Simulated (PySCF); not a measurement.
Compound: (F)3Ti-NH-SiH3 (singlet state).
Bonds: Ti1–F2, Ti1–F3, Ti1–F4, Ti1–N5, N5–Si6. Hydrogens: H7 on N5; H8, H9, H10 on Si6.

Computed, not measured: PBE0-D3(BJ)/def2-SVP geometry optimisation, gas phase in PySCF 2.14.0.

(1) How far are the bound atoms from Ti1?

(2) List the angles at Ti1.

(3) What is the shape at Ti1?

(4) What are the other bond lengths?

(5) Give some angles away from the centre.

Answers

(1) 4 atoms: F3 1.735 Å, F2 1.741 Å, F4 1.742 Å, N5 1.850 Å. The nearest atom not counted as bound is H7, at 2.49 Å.

(2) 
```tsv
angle	degrees	distance of the outer atoms (Å)
F2–Ti1–F3	112.5	2.89
F3–Ti1–F4	111.0	2.87
F4–Ti1–N5	109.1	2.93
F2–Ti1–N5	108.9	2.92
F2–Ti1–F4	107.9	2.82
F3–Ti1–N5	107.3	2.89
```

(3) Tetrahedral: angles from 107.3° to 112.5°; τ4 = (360° − α − β)/141° = 0.97 with α and β the two widest (0 for a square, 1 for a tetrahedron).

(4) N5–Si6 1.757 Å; N5–H7 1.021 Å; Si6–H8, Si6–H9, Si6–H10 1.493 Å.

(5) Ti1–N5–Si6 125.5°.

Point group: near Cs, missed by 0.28 Å at most; the miss may be what the optimiser left on a soft mode. Charge 0, singlet. PBE0-D3(BJ)/def2-SVP frequencies: not computed here.

Hardware: an Arm Neoverse V1 with one thread, shared host with 32 logical CPUs at a one-minute load of 9.6. Cost: 2.5 min of wall time, 0.50 GiB resident at most. These figures are those of the optimisation.
